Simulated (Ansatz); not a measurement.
Isolated molecules relaxed with PBE0-D4/def2-TZVP in Ansatz; ΔE leaves out vibrations. CCSD(T)/CBS is the MP2 limit (def2-TZVPP, def2-QZVPP) plus CCSD(T) − MP2 in def2-TZVPP, frozen cores. This one scheme is used for every species. Functionals use def2-TZVPP. B3LYP here is the variant with VWN-RPA as its local correlation; programs differ in this. Each species was taken in one conformer, which may not be the lowest.

Consider the ligand exchange at the Si–C bond: `N=C(O)[SiH3]` + `N[Si](N)(O)O` → `N[Si](N)(O)O[SiH3]` + `N=CO`.

```
             level  ΔE (kcal/mol)  difference from CCSD(T)/CBS
            PBE-D4          -24.6                          3.6
           PBE0-D4          -26.7                          1.5
           ωB97X-V          -28.1                          0.1
           ωB97M-V          -28.0                          0.2
               PBE          -24.2                          4.0
            r2SCAN          -27.6                          0.6
              PBE0          -26.2                          2.0
             B3LYP          -28.0                          0.2
     HF/def2-TZVPP          -33.7                         -5.5
SCS-MP2/def2-TZVPP          -29.9                         -1.7
     HF/def2-QZVPP          -34.1                         -5.9
    MP2/def2-QZVPP          -28.9                         -0.7
SCS-MP2/def2-QZVPP          -29.8                         -1.6
      HF/CBS(def2)          -34.2                         -6.0
     MP2/CBS(def2)          -28.6                         -0.4
    CCSD/CBS(def2)          -29.0                         -0.8
       CCSD(T)/CBS          -28.2                            0
```

Largest T1 diagnostic among the species: 0.014.

From PBE to PBE0 (25 % exact exchange), in def2-TZVPP and without D4, ΔE moves by −2.0 kcal/mol. In def2-TZVPP, CCSD(T) changes the Hartree–Fock value by +5.1 kcal/mol (the triples alone add +0.8 kcal/mol) and MP2 by +4.6 kcal/mol.
